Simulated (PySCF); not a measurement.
Working out the ionisation energy of Mn⁺

Mn⁺ [Ar] 3d5 4s1 (7S) → Mn²⁺ [Ar] 3d5 (6S). All numbers are calculated (PySCF 2.14, the non-relativistic Hamiltonian (point nucleus), in aug-cc-pVDZ). Frozen: [Ar]. Energies in hartree (1 hartree = 27.21139 eV):

| part | Mn⁺ (lower) | Mn²⁺ (upper) |
| --- | --- | --- |
| UHF | -1149.647939 | -1149.107067 |
| CCSD correlation | -0.074910 | -0.059302 |
| (T) | -0.000864 | -0.000506 |

What does Hartree-Fock give?

(-1149.107067) − (-1149.647939) = 0.540872 hartree = 14.718 eV.

What do CCSD and CCSD(T) give?

The CCSD correlation energies differ by 0.015608 hartree = 0.425 eV and the triples by 0.000358 hartree = 0.010 eV, so CCSD gives 15.143 eV and CCSD(T) 15.153 eV.

Measured between the centres of the two terms (NIST): 15.640 eV, so CCSD(T) (valence) is off by -0.487 eV.

The calculation is non-relativistic.

A double-zeta basis recovers only part of the correlation energy.

What remains against the reference includes basis incompleteness, the frozen core and higher excitations.
